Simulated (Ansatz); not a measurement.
Relaxation of the cluster Mg7O7 with RKS r2SCAN-D4/def2-SVP.

```sh
$ ansatz run in.yaml --threads 4 --pin off --events-out ev --progress --plain --max-ram 6963MiB
```

```yaml
crystal:
  periodic: [false, false, false]
  atoms:
    - {symbol: Mg, position_ang: [-2.333350, -2.876720, 0.052180]}
    - {symbol: Mg, position_ang: [0.889710, -3.763900, 0.010010]}
    - {symbol: Mg, position_ang: [3.388430, 1.539050, -0.050910]}
    - {symbol: Mg, position_ang: [-2.429160, 3.100130, 0.006270]}
    - {symbol: Mg, position_ang: [3.478570, -1.788450, -0.034910]}
    - {symbol: Mg, position_ang: [-3.797910, 0.111880, 0.046690]}
    - {symbol: Mg, position_ang: [0.810780, 3.678000, -0.033160]}
    - {symbol: O, position_ang: [-3.521310, -1.605950, 0.058120]}
    - {symbol: O, position_ang: [-3.636200, 1.845480, 0.029730]}
    - {symbol: O, position_ang: [2.560170, -3.269160, -0.005580]}
    - {symbol: O, position_ang: [3.945830, -0.110780, -0.048440]}
    - {symbol: O, position_ang: [2.404120, 2.975610, -0.047320]}
    - {symbol: O, position_ang: [-0.909390, 3.950160, -0.017180]}
    - {symbol: O, position_ang: [-0.850290, -3.785360, 0.034490]}
basis:
  gaussian: {orbitals: def2-SVP}
hamiltonian: {xc: r2scan, dispersion: d4}
scf: {lower_state_search: "off"}
output: {orbitals: {seedname: orbitals}}
relax: {f_tol: 0.03, max_steps: 70}
```

Run time 25 s (4 threads of Arm Neoverse V2 on a shared host).

Positions (Å) and forces (eV/Å) at steps 1, 2, 3 of 3:

```xyz
14
step=1 energy=-52418.8620 eV
Mg   -2.333   -2.877    0.052   -0.309   -0.391    0.008
Mg    0.890   -3.764    0.010    0.067   -0.563    0.005
Mg    3.388    1.539   -0.051    0.423    0.227   -0.005
Mg   -2.429    3.100    0.006   -0.356    0.483    0.000
Mg    3.479   -1.788   -0.035    0.544   -0.204   -0.003
Mg   -3.798    0.112    0.047   -0.544   -0.020    0.007
Mg    0.811    3.678   -0.033    0.181    0.482   -0.005
O    -3.521   -1.606    0.058   -0.901   -0.429    0.018
O    -3.636    1.845    0.030   -0.980    0.456    0.006
O     2.560   -3.269   -0.006    0.695   -0.891   -0.003
O     3.946   -0.111   -0.048    0.999    0.020   -0.017
O     2.404    2.976   -0.047    0.603    0.721   -0.010
O    -0.909    3.950   -0.017   -0.190    1.056   -0.006
O    -0.850   -3.785    0.034   -0.232   -0.947    0.004
14
step=2 energy=-52419.4651 eV
Mg   -2.385   -2.939    0.052   -0.130   -0.163    0.002
Mg    0.899   -3.835    0.013    0.039   -0.253    0.005
Mg    3.458    1.575   -0.052    0.173    0.093   -0.002
Mg   -2.469    3.153    0.008   -0.159    0.217    0.000
Mg    3.542   -1.814   -0.034    0.244   -0.100    0.002
Mg   -3.875    0.108    0.047   -0.254   -0.004    0.003
Mg    0.835    3.752   -0.036    0.078    0.217   -0.003
O    -3.593   -1.642    0.056   -0.488   -0.235    0.008
O    -3.697    1.873    0.032   -0.511    0.240    0.005
O     2.597   -3.317   -0.009    0.353   -0.453   -0.006
O     4.022   -0.107   -0.048    0.551    0.012   -0.009
O     2.458    3.039   -0.051    0.338    0.403   -0.007
O    -0.920    4.017   -0.017   -0.102    0.555   -0.002
O    -0.873   -3.863    0.038   -0.131   -0.529    0.004
14
step=3 energy=-52419.7131 eV
Mg   -2.448   -3.015    0.051   -0.004   -0.005    0.000
Mg    0.887   -3.900    0.015   -0.005   -0.005   -0.001
Mg    3.539    1.625   -0.054    0.005    0.005   -0.001
Mg   -2.488    3.182    0.008   -0.002    0.004    0.000
Mg    3.592   -1.816   -0.032    0.007    0.003   -0.001
Mg   -3.959    0.089    0.049   -0.006   -0.006    0.000
Mg    0.877    3.834   -0.037    0.006    0.005    0.000
O    -3.706   -1.707    0.060    0.019    0.005   -0.001
O    -3.767    1.894    0.032    0.021   -0.012    0.000
O     2.616   -3.347   -0.010   -0.019    0.022    0.001
O     4.141   -0.087   -0.052   -0.020    0.005    0.001
O     2.559    3.153   -0.052   -0.009   -0.014    0.000
O    -0.919    4.094   -0.017    0.009   -0.024    0.000
O    -0.924   -4.000    0.037   -0.001    0.016    0.001
```

The structure comes from a short search, and lower isomers may exist.
